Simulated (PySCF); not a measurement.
# Electron correlation in Nb⁺ (niobium, charge +1)

[Kr] 4d3 5p1, one real determinant (an excited configuration). Computed with PySCF 2.14 in x2c-QZVPPall (13s8p7d3f2g, 111 functions), with the spin-free X2C one-electron Hamiltonian (Gaussian nucleus). Frozen: [Kr]; 4 electrons correlated.

```csv
level,correlation energy (mhartree)
CCSD,-33.34
(T),-1.13
CCSD(T),-34.47
```

Diagnostics: T1 = 0.011, D1 = 0.0302, largest double amplitude 0.087.

Is a single reference adequate?

Mostly. T1 lies below 0.03, but a double amplitude of this size points to a near-degeneracy that CCSD handles and MP2 describes poorly.

The basis was made for the ground configuration and has no added diffuse functions, which can raise the energy of the promoted electron.

The reference is one real determinant that mixes LS terms of this configuration.
